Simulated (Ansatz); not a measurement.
A structure relaxed at PBE-D4/def2-SVPD in Ansatz, charge -1, doublet:

Cartesian coordinates in Å:
```
Al 1.493 0.296 0.062
Al -1.176 1.297 -0.514
Al 0.563 -0.141 -2.344
Al -1.464 -1.284 -1.192
Li -0.059 1.702 1.858
Li 0.997 2.462 -1.477
Li 1.181 -2.331 -0.785
Li -3.094 -0.014 0.665
Li 2.108 -0.810 2.345
Li -0.548 -1.177 1.382
```

**Question.** Give its formula.

**Answer.** the cluster Li6Al4⁻.

**Question.** Summarise the bond lengths by kind (pairs closer than 1.2 times the sum of covalent radii, bridged metal pairs left out).

**Answer.** 13 × Al–Li 2.61 to 2.87 Å; 4 × Li–Li 2.85 to 3.00 Å; 3 × Al–Al 2.60 to 2.68 Å.

The highest occupied level of the charge -1 doublet lies above zero (up to 0.01 eV). The electron is either unbound and held by the finite basis, or the level is raised by self-interaction error. Another isomer (doublet) lies 0.49 eV lower at PBE0-D4/def2-TZVPD; other spin states weren't run for this one.
